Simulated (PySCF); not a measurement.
FGeHO, SMILES [F][Ge][OH] (connectivity only; charge and spin as stated), neutral, multiplicity 1. Geometry: PBE0-D3(BJ)/def2-TZVP. The values are those of a single conformer.

Computed with PySCF with PBE0-D3(BJ)/def2-TZVP.

Harmonic wavenumbers (cm⁻¹): 269, 452, 670, 705, 813, 3875. Rotational constants (GHz): 15.06, 7.899, 5.182; symmetry number 1.

Question: Work out the zero-point energy and the ideal-gas rigid-rotor harmonic-oscillator thermochemistry at 298.15 K and 1 atm.

Answer: ZPE = ½ Σ hcν = ½ × 6786 cm⁻¹ = 40.59 kJ/mol. H − E(el) = 53.21 kJ/mol. Entropy in J/(mol K): translation 167.21, rotation 99.46, vibration 13.51, total 280.18. G − E(el) = -30.32 kJ/mol. Cp = 55.94 J/(mol K).
